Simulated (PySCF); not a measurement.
# Correlation energy of S²⁺ (sulfur, charge +2)

[Ne] 3s2 3p1 4s1, high-spin 3P determinant (an excited configuration). Calculation: PySCF 2.14, in aug-cc-pCVTZ-DK with one added diffuse shell each of s, p, d, f type (9s8p6d4f, 91 functions); scalar relativity by spin-free X2C-1e. Frozen: [Ne]; 4 electrons correlated.

```
  level  correlation energy (mhartree)
   CCSD                         -87.80
    (T)                          -3.61
CCSD(T)                         -91.41
```

Diagnostics: T1 = 0.050, D1 = 0.1404, largest double amplitude 0.104.

Q: Is a single reference adequate?

A: Not fully. The outer electron is Rydberg-like, and this basis confines it to a smaller radius and binds it less than a complete one would. T1 exceeds 0.03, a sign that the reference determinant is poor.
